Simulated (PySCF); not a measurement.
**Relaxation of doublet SbF₄**

Method: UPBE0 in PySCF with Sb def2-SVP with ECP28, F def2-SVP; scalar-relativistic core potentials, no spin–orbit coupling; density-fitted integrals. A (50,194) grid was used.

A hand-made tetrahedral start, of Td symmetry, held to at least that symmetry:

```xyz
5
charge 0 multiplicity 2, angstrom
Sb    0.0000    0.0000    0.0000
F     1.6656    0.0000    1.1778
F    -1.6656    0.0000    1.1778
F     0.0000    1.6657   -1.1778
F     0.0000   -1.6656   -1.1778
```

Q: What does it relax to?

A: It ends at Td with Sb–F 1.951 Å (×4); F–Sb–F 109.5° (×6) (after a last refinement on a finer grid). The frequency run here used a shortcut that can spoil soft modes, so no verdict on minimum or saddle point is given. Other isomers or separated fragments may lie lower.

Q: How much energy is released, and in how many steps?

A: 32.1 kJ/mol in 3 steps.

Spin–orbit coupling, left out here, can matter for elements this heavy.

The relaxation took roughly 24 core-seconds on a shared host.
